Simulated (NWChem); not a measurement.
System: CH3F3Si; SMILES C([SiH2]F)(F)F

```xyz
8

F     -0.9775    -1.6146     0.0000
Si     0.5118    -0.9757     0.0000
C      0.3695     0.9333     0.0000
F     -0.3056     1.3523    -1.1010
F     -0.3056     1.3523     1.1010
H      1.2210    -1.4023     1.2347
H      1.2210    -1.4023    -1.2347
H      1.3580     1.4357     0.0000
```
Atoms are numbered in this order, from 1.

The geometry was optimised at PBE0/def2-SVP.

Problem. Give the principal values of the shielding tensors (ppm) of F1, Si2, C3, F4 from PBE0/pcSseg-1, GIAO (NWChem), with their diamagnetic and paramagnetic parts as GIAO splits them.

Solution. 
| atom | σ11 | σ22 | σ33 | isotropic | diamagnetic | paramagnetic |
|---|---|---|---|---|---|---|
| F1 | 396.6 | 399.6 | 436.2 | 410.8 | 471.9 | -61.1 |
| Si2 | 321.9 | 339.0 | 416.8 | 359.2 | 878.2 | -519.0 |
| C3 | 44.1 | 66.2 | 75.7 | 62.0 | 245.7 | -183.7 |
| F4 | 195.7 | 326.3 | 469.5 | 330.5 | 473.5 | -143.0 |
